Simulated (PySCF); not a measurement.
CH₅BrGaN, SMILES [CH3][Ga]([NH2])[Br].

Coordinates come from a TPSSh-D3(BJ)/def2-SVP optimisation. The structure was generated by enumeration; whether it is a known compound was not checked. One conformer was computed; it need not be the lowest.

Level of theory: TDA-CAM-B3LYP/def2-SVPD (PySCF).

Vertical excitations. Gas-phase values at a fixed geometry.

Computed lowest excited states:
```json
[
 {"state": "S1", "energy (eV)": "5.98", "λ (nm)": "208", "f": "0.017", "main pairs": "HOMO→LUMO 88 %"},
 {"state": "S2", "energy (eV)": "6.43", "λ (nm)": "193", "f": "0.004", "main pairs": "HOMO−1→LUMO+1 88 %"},
 {"state": "S3", "energy (eV)": "6.43", "λ (nm)": "193", "f": "0.041", "main pairs": "HOMO−1→LUMO 60 %, HOMO→LUMO+1 16 %, HOMO−1→LUMO+2 10 %"},
 {"state": "S4", "energy (eV)": "6.66", "λ (nm)": "186", "f": "0.149", "main pairs": "HOMO→LUMO+1 73 %, HOMO−1→LUMO 13 %"},
 {"state": "S5", "energy (eV)": "6.77", "λ (nm)": "183", "f": "0.099", "main pairs": "HOMO−2→LUMO 60 %, HOMO→LUMO+2 26 %"},
 {"state": "S6", "energy (eV)": "7.25", "λ (nm)": "171", "f": "0.038", "main pairs": "HOMO−2→LUMO+1 68 %, HOMO−3→LUMO 20 %"},
 {"state": "S7", "energy (eV)": "7.26", "λ (nm)": "171", "f": "0.004", "main pairs": "HOMO−3→LUMO+1 87 %"},
 {"state": "S8", "energy (eV)": "7.32", "λ (nm)": "169", "f": "0.008", "main pairs": "HOMO→LUMO+2 41 %, HOMO−2→LUMO 19 %, HOMO−2→LUMO+2 10 %, HOMO→LUMO+4 10 %"},
 {"state": "S9", "energy (eV)": "7.56", "λ (nm)": "164", "f": "0.207", "main pairs": "HOMO−3→LUMO 47 %, HOMO−2→LUMO+1 17 %, HOMO−1→LUMO+2 17 %, HOMO−1→LUMO 9 %"},
 {"state": "S10", "energy (eV)": "7.88", "λ (nm)": "157", "f": "0.000", "main pairs": "HOMO→LUMO+3 56 %, HOMO→LUMO+5 12 %, HOMO→LUMO+2 9 %"},
 {"state": "T1", "energy (eV)": "5.44", "λ (nm)": "228", "f": "0", "main pairs": "HOMO→LUMO+1 89 %"},
 {"state": "T2", "energy (eV)": "5.57", "λ (nm)": "223", "f": "0", "main pairs": "HOMO→LUMO 78 %"},
 {"state": "T3", "energy (eV)": "6.04", "λ (nm)": "205", "f": "0", "main pairs": "HOMO−1→LUMO 69 %, HOMO−1→LUMO+2 20 %"},
 {"state": "T4", "energy (eV)": "6.26", "λ (nm)": "198", "f": "0", "main pairs": "HOMO−1→LUMO+1 87 %"}
]
```
Triplets are in the Tamm–Dancoff approximation.
